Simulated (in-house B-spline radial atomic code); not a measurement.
Relativistic effects in Co4+, [Ar] 3d5: non-relativistic Hartree-Fock (point nucleus) against Dirac-Hartree-Fock (Fermi nucleus of rms radius 3.7875 fm), both averages of the configuration, computed with an all-electron radial atomic-structure program (B-spline basis).

```tsv
orbital	ε NR (Eh)	ε Dirac (Eh)	<r> NR (bohr)	<r> Dirac (bohr)	change of <r> (%)
1s1/2	-285.4	-288.25	0.05688	0.05616	-1.3
2s1/2	-37.242	-37.848	0.2573	0.2539	-1.3
2p1/2	-32.492	-32.978	0.2257	0.2223	-1.5
2p3/2	-32.492	-32.426	0.2257	0.2254	-0.1
3s1/2	-6.751	?	0.7674	?	?
3p1/2	-5.2027	-5.2752	0.796	0.7874	-1.1
3p3/2	-5.2027	-5.1991	0.796	0.7954	-0.1
3d3/2	-2.8753	?	0.8691	?	?
3d5/2	-2.8753	-2.856	0.8691	0.8732	+0.5
```

(1) What happens to 3s1/2?

(2) What happens to 3d3/2?

(3) What explains the pattern of contraction and expansion?

(4) By how much does the total energy change?

## Answers

(1) Its energy goes to -6.8524 hartree and <r> to 0.7594 bohr (-1.05 %).

(2) Its energy goes to -2.8648 hartree and <r> to 0.8702 bohr (+0.13 %).

(3) Expansion is seen in 3d3/2, 3d5/2. The s and p1/2 orbitals contract directly, screen the nucleus better, and so push out orbitals that have little density near the nucleus; spin-orbit coupling adds to this for j = l + 1/2 and opposes it for j = l - 1/2.

(4) By -10.705 hartree, from -1377.301 to -1388.006.
